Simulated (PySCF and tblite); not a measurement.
The numbers below are computed, except where a source is named.
Stationary points of C6H8F2 at GFN2-xTB, in Å:

Structure A

```
 1 C    -2.075    0.961   -0.453
 2 C    -1.157    0.302    0.252
 3 C     0.234    0.271   -0.168
 4 C     1.234   -0.351    0.452
 5 C     2.648   -0.345   -0.031
 6 F     2.804    0.373   -1.188
 7 C    -1.514   -0.441    1.512
 8 F    -2.848   -0.342    1.809
 9 H    -3.107    0.989   -0.150
10 H    -1.815    1.490   -1.353
11 H     0.448    0.817   -1.077
12 H     1.096   -0.914    1.364
13 H     2.994   -1.365   -0.243
14 H     3.314    0.109    0.715
15 H    -1.294   -1.511    1.411
16 H    -0.971   -0.034    2.374
```

Structure B

```
 1 C    -2.015    0.363   -0.976
 2 C    -1.144    0.299    0.017
 3 C     0.313    0.456   -0.173
 4 C     1.146   -0.560   -0.324
 5 C     2.623   -0.426   -0.515
 6 F     3.033    0.881   -0.468
 7 C    -1.546    0.076    1.451
 8 F    -2.898   -0.083    1.596
 9 H    -3.071    0.254   -0.805
10 H    -1.695    0.526   -1.991
11 H     0.690    1.471   -0.181
12 H     0.794   -1.583   -0.328
13 H     2.928   -0.819   -1.494
14 H     3.170   -0.959    0.273
15 H    -1.071   -0.831    1.846
16 H    -1.256    0.934    2.071
```

Structure C

```
 1 C    -1.872   -0.283   -0.501
 2 C    -1.104    0.114    0.510
 3 C     0.354    0.141    0.503
 4 C     1.144   -0.389   -0.427
 5 C     2.636   -0.335   -0.391
 6 F     3.109    0.335    0.709
 7 C    -1.699    0.605    1.805
 8 F    -3.068    0.541    1.811
 9 H    -2.944   -0.273   -0.422
10 H    -1.460   -0.621   -1.435
11 H     0.814    0.636    1.349
12 H     0.751   -0.909   -1.287
13 H     3.030    0.187   -1.272
14 H     3.063   -1.346   -0.353
15 H    -1.350   -0.005    2.647
16 H    -1.431    1.654    1.981
```

Geometries: GFN2-xTB; energies: PBE0/pcSseg-1 + D3(BJ); zero-point and thermal terms from GFN2-xTB harmonic modes (soft modes blended into free rotors).

Task: Which structure is a saddle point, and along which motion?

Result: B: one imaginary mode (84i cm⁻¹ at GFN2-xTB, mostly on C4, C1, H12), along the rotation about the C2–C3 bond (torsion C1–C2–C3–C4 from -180° to -10°, rising).

Task: Give their symmetry and energies above the lowest.

Result: A Cs, 0.0 kcal/mol; B C1, 4.9 kcal/mol; C C1, 2.7 kcal/mol.
